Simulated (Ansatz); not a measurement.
Ansatz (a quantum-chemistry and plane-wave program) input file for CH5ClO3Si, SMILES CO[Si](O)(O)Cl, B3LYP-D3(BJ)/def2-SVP. 

Ansatz 0.2 input:
```yaml
crystal:
  periodic: [false, false, false]
  atoms:
    - {symbol: C, position_ang: [2.37336119, -0.50411782, 0.12999218]}
    - {symbol: O, position_ang: [1.10084200, -0.87731728, -0.33283964]}
    - {symbol: Si, position_ang: [-0.33494338, -0.26651100, 0.06754389]}
    - {symbol: O, position_ang: [-0.59456667, -0.41000388, 1.65604580]}
    - {symbol: O, position_ang: [-1.46247490, -1.10854724, -0.72628851]}
    - {symbol: Cl, position_ang: [-0.42276940, 1.69179695, -0.44696749]}
    - {symbol: H, position_ang: [2.45957583, -0.70009224, 1.19940807]}
    - {symbol: H, position_ang: [3.10506609, -1.10041234, -0.41426623]}
    - {symbol: H, position_ang: [2.55384343, 0.55694361, -0.05398513]}
    - {symbol: H, position_ang: [-1.46810219, -0.29888045, 2.02233539]}
    - {symbol: H, position_ang: [-1.36466691, -1.29529867, -1.65595375]}
basis:
  gaussian:
    orbitals: def2-SVP
hamiltonian:
  xc: b3lyp
  dispersion: d3bj
relax: {f_tol: 0.002, max_steps: 200}
```

Log of the run:

```
WARN ansatz: RAYON_NUM_THREADS=1 ignored (pool sized by the plan → 1); use --threads N
Functional definition: B3LYP
integrals: 0.07 GiB planned
1196 factors; integrals over basis functions are off by at most 4.1e-4 eV
mean field: 0.59 GiB planned
mean field evaluation 1: about -27642.0643 eV, gradient 8.1e1 eV
mean field evaluation 2: about -27627.7152 eV, gradient 1.2e2 eV
mean field evaluation 4: about -27653.5090 eV, gradient 3.3e0 eV
mean field evaluation 8: about -27653.5404 eV, gradient 6.7e-2 eV
mean field evaluation 16: about -27653.5405 eV, gradient 1.4e-5 eV
mean field -27653.54045137 eV, -1016.2488673448 hartree, gradient 1.4e-5 eV, S^2 0.000000; 0 other end points of the search recorded, 0 dependent functions left out
the calculation of the forces begins
reference -27653.54068902 eV, -1016.2488760785 hartree; 33, 33 occupied and 84, 84 virtual orbitals, 1196 factors
relax step   1: F+E_penalty+E_count = -27653.98808063 eV  Δ(F+E_penalty+E_count) = +0.000e0 eV  max|allowed force component| = 1.018e0 eV/Å  Δτ_max = 0.0000 Å  (26 SCF iters, accepted)
these checks for a lower state are left out or cut short: starts, cluster_reference, orbital_swaps, neighbouring_geometries, increment
integrals: 0.07 GiB planned
1196 factors; integrals over basis functions are off by at most 4.3e-4 eV
mean field: 0.58 GiB planned
mean field -27653.62163739 eV, -1016.2518508761 hartree, gradient 5.2e-5 eV, S^2 0.000000; 0 other end points of the search recorded, 0 dependent functions left out
the calculation of the forces begins
reference -27653.62187644 eV, -1016.2518596612 hartree; 33, 33 occupied and 84, 84 virtual orbitals, 1196 factors
relax step   2: F+E_penalty+E_count = -27654.06416225 eV  Δ(F+E_penalty+E_count) = -7.608e-2 eV  max|allowed force component| = 4.650e-1 eV/Å  Δτ_max = 0.0469 Å  (27 SCF iters, accepted)
these checks for a lower state are left out or cut short: starts, cluster_reference, orbital_swaps, neighbouring_geometries, increment
integrals: 0.07 GiB planned
1196 factors; integrals over basis functions are off by at most 4.4e-4 eV
mean field: 0.58 GiB planned
mean field -27653.63688667 eV, -1016.2524112768 hartree, gradient 4.9e-5 eV, S^2 0.000000; 0 other end points of the search recorded, 0 dependent functions left out
the calculation of the forces begins
reference -27653.63712581 eV, -1016.2524200652 hartree; 33, 33 occupied and 84, 84 virtual orbitals, 1196 factors
relax step   3: F+E_penalty+E_count = -27654.07911297 eV  Δ(F+E_penalty+E_count) = -1.495e-2 eV  max|allowed force component| = 1.760e-1 eV/Å  Δτ_max = 0.0389 Å  (27 SCF iters, accepted)
these checks for a lower state are left out or cut short: starts, cluster_reference, orbital_swaps, neighbouring_geometries, increment
integrals: 0.07 GiB planned
1196 factors; integrals over basis functions are off by at most 4.3e-4 eV
mean field: 0.58 GiB planned
mean field -27653.64090488 eV, -1016.2525589433 hartree, gradient 5.1e-5 eV, S^2 0.000000; 0 other end points of the search recorded, 0 dependent functions left out
the calculation of the forces begins
reference -27653.64114389 eV, -1016.2525677267 hartree; 33, 33 occupied and 84, 84 virtual orbitals, 1196 factors
relax step   4: F+E_penalty+E_count = -27654.08431683 eV  Δ(F+E_penalty+E_count) = -5.204e-3 eV  max|allowed force component| = 7.574e-2 eV/Å  Δτ_max = 0.0300 Å  (26 SCF iters, accepted)
these checks for a lower state are left out or cut short: starts, cluster_reference, orbital_swaps, neighbouring_geometries, increment
integrals: 0.07 GiB planned
1196 factors; integrals over basis functions are off by at most 4.3e-4 eV
mean field: 0.58 GiB planned
mean field evaluation 32: about -27653.6052 eV, gradient 3.0e0 eV
mean field -27653.64334391 eV, -1016.2526485759 hartree, gradient 4.9e-5 eV, S^2 0.000000; 0 other end points of the search recorded, 0 dependent functions left out
the calculation of the forces begins
reference -27653.64358247 eV, -1016.2526573428 hartree; 33, 33 occupied and 84, 84 virtual orbitals, 1196 factors
relax step   5: F+E_penalty+E_count = -27654.08805052 eV  Δ(F+E_penalty+E_count) = -3.734e-3 eV  max|allowed force component| = 1.729e-1 eV/Å  Δτ_max = 0.0404 Å  (26 SCF iters, accepted)
these checks for a lower state are left out or cut short: starts, cluster_reference, orbital_swaps, neighbouring_geometries, increment
integrals: 0.07 GiB planned
1196 factors; integrals over basis functions are off by at most 4.3e-4 eV
mean field: 0.58 GiB planned
mean field -27653.64335254 eV, -1016.2526488932 hartree, gradient 5.0e-5 eV, S^2 0.000000; 0 other end points of the search recorded, 0 dependent functions left out
the calculation of the forces begins
reference -27653.64359098 eV, -1016.2526576555 hartree; 33, 33 occupied and 84, 84 virtual orbitals, 1196 factors
relax step   6: F+E_penalty+E_count = -27654.08834397 eV  Δ(F+E_penalty+E_count) = -2.934e-4 eV  max|allowed force component| = 3.055e-1 eV/Å  Δτ_max = 0.0178 Å  (27 SCF iters, accepted)
these checks for a lower state are left out or cut short: starts, cluster_reference, orbital_swaps, neighbouring_geometries, increment
integrals: 0.07 GiB planned
1196 factors; integrals over basis functions are off by at most 4.1e-4 eV
mean field: 0.58 GiB planned
mean field -27653.64637615 eV, -1016.2527600087 hartree, gradient 7.8e-5 eV, S^2 0.000000; 0 other end points of the search recorded, 0 dependent functions left out
the calculation of the forces begins
reference -27653.64661435 eV, -1016.2527687623 hartree; 33, 33 occupied and 84, 84 virtual orbitals, 1196 factors
relax step   7: F+E_penalty+E_count = -27654.09301230 eV  Δ(F+E_penalty+E_count) = -4.668e-3 eV  max|allowed force component| = 3.535e-2 eV/Å  Δτ_max = 0.0685 Å  (26 SCF iters, accepted)
these checks for a lower state are left out or cut short: starts, cluster_reference, orbital_swaps, neighbouring_geometries, increment
integrals: 0.07 GiB planned
1196 factors; integrals over basis functions are off by at most 4.1e-4 eV
mean field: 0.58 GiB planned
mean field -27653.64592682 eV, -1016.2527434962 hartree, gradient 5.6e-5 eV, S^2 0.000000; 0 other end points of the search recorded, 0 dependent functions left out
the calculation of the forces begins
reference -27653.64616495 eV, -1016.2527522472 hartree; 33, 33 occupied and 84, 84 virtual orbitals, 1196 factors
relax step   8: F+E_penalty+E_count = -27654.09320638 eV  Δ(F+E_penalty+E_count) = -1.941e-4 eV  max|allowed force component| = 1.330e-2 eV/Å  Δτ_max = 0.0138 Å  (26 SCF iters, accepted)
these checks for a lower state are left out or cut short: starts, cluster_reference, orbital_swaps, neighbouring_geometries, increment
integrals: 0.07 GiB planned
1196 factors; integrals over basis functions are off by at most 4.1e-4 eV
mean field: 0.58 GiB planned
mean field -27653.64587402 eV, -1016.2527415557 hartree, gradient 1.6e-5 eV, S^2 0.000000; 0 other end points of the search recorded, 0 dependent functions left out
the calculation of the forces begins
reference -27653.64611223 eV, -1016.2527503098 hartree; 33, 33 occupied and 84, 84 virtual orbitals, 1196 factors
relax step   9: F+E_penalty+E_count = -27654.09323255 eV  Δ(F+E_penalty+E_count) = -2.617e-5 eV  max|allowed force component| = 3.304e-3 eV/Å  Δτ_max = 0.0120 Å  (23 SCF iters, accepted)
these checks for a lower state are left out or cut short: starts, cluster_reference, orbital_swaps, neighbouring_geometries, increment
integrals: 0.07 GiB planned
1196 factors; integrals over basis functions are off by at most 4.1e-4 eV
mean field: 0.58 GiB planned
mean field -27653.64584940 eV, -1016.2527406510 hartree, gradient 7.5e-5 eV, S^2 0.000000; 0 other end points of the search recorded, 0 dependent functions left out
the calculation of the forces begins
reference -27653.64608763 eV, -1016.2527494059 hartree; 33, 33 occupied and 84, 84 virtual orbitals, 1196 factors
relax step  10: F+E_penalty+E_count = -27654.09323566 eV  Δ(F+E_penalty+E_count) = -3.104e-6 eV  max|allowed force component| = 2.126e-3 eV/Å  Δτ_max = 0.0031 Å  (20 SCF iters, accepted)
these checks for a lower state are left out or cut short: starts, cluster_reference, orbital_swaps, neighbouring_geometries, increment
integrals: 0.07 GiB planned
1196 factors; integrals over basis functions are off by at most 4.1e-4 eV
mean field: 0.58 GiB planned
mean field evaluation 64: about -27653.6458 eV, gradient 3.1e-5 eV
mean field -27653.64583826 eV, -1016.2527402418 hartree, gradient 3.6e-5 eV, S^2 0.000000; 0 other end points of the search recorded, 0 dependent functions left out
the calculation of the forces begins
reference -27653.64607651 eV, -1016.2527489971 hartree; 33, 33 occupied and 84, 84 virtual orbitals, 1196 factors
relax step  11: F+E_penalty+E_count = -27654.09323702 eV  Δ(F+E_penalty+E_count) = -1.363e-6 eV  max|allowed force component| = 1.604e-3 eV/Å  Δτ_max = 0.0016 Å  (20 SCF iters, accepted)
these checks for a lower state are left out or cut short: starts, cluster_reference, orbital_swaps, neighbouring_geometries, increment
integrals: 0.07 GiB planned
1196 factors; integrals over basis functions are off by at most 4.1e-4 eV
mean field: 0.58 GiB planned
mean field -27653.64583862 eV, -1016.2527402548 hartree, gradient 4.0e-5 eV, S^2 0.000000; 0 other end points of the search recorded, 0 dependent functions left out
the calculation of the forces begins
reference -27653.64607687 eV, -1016.2527490105 hartree; 33, 33 occupied and 84, 84 virtual orbitals, 1196 factors
relax step  12: F+E_penalty+E_count = -27654.09323806 eV  Δ(F+E_penalty+E_count) = -1.042e-6 eV  max|allowed force component| = 1.758e-3 eV/Å  Δτ_max = 0.0017 Å  (20 SCF iters, accepted)
integrals: 0.07 GiB planned
1196 factors; integrals over basis functions are off by at most 4.1e-4 eV
mean field: 0.58 GiB planned
mean field -27653.64583862 eV, -1016.2527402548 hartree, gradient 4.0e-5 eV, S^2 0.000000; 1 other end points of the search recorded, 0 dependent functions left out
the calculation of the forces begins
reference -27653.64607687 eV, -1016.2527490105 hartree; 33, 33 occupied and 84, 84 virtual orbitals, 1196 factors
Total energy: -27654.09347632 eV, -1016.2691906368 hartree
Atom 0 at     2.379356    -0.487377     0.138995 Å, force    -0.000635     0.000559     0.001680 eV/Å
Atom 1 at     1.133029    -0.995776    -0.294719 Å, force    -0.001376    -0.000114    -0.000251 eV/Å
Atom 2 at    -0.336770    -0.379215     0.070992 Å, force     0.000046    -0.000220    -0.000514 eV/Å
Atom 3 at    -0.607282    -0.531450     1.682440 Å, force     0.000267    -0.000485     0.001758 eV/Å
Atom 4 at    -1.511222    -1.170683    -0.758398 Å, force     0.000596    -0.000246    -0.001061 eV/Å
Atom 5 at    -0.348206     1.634937    -0.458074 Å, force     0.000010     0.000880    -0.000454 eV/Å
Atom 6 at     2.495324    -0.594906     1.231144 Å, force     0.000215    -0.000082    -0.000182 eV/Å
Atom 7 at     3.178532    -1.057931    -0.356935 Å, force     0.000984    -0.000781    -0.000799 eV/Å
Atom 8 at     2.491396     0.579169    -0.123177 Å, force     0.000154     0.000468    -0.000252 eV/Å
Atom 9 at    -1.439052    -0.193317     2.033748 Å, force     0.000037    -0.000021    -0.000920 eV/Å
Atom 10 at    -1.489940    -1.115893    -1.720991 Å, force    -0.000299     0.000043     0.000995 eV/Å
Dipole moment:    -0.000995     0.069311    -0.058119 e Å
```

The calculation finished and met its thresholds.

Cost: around 50 core-seconds (rough).
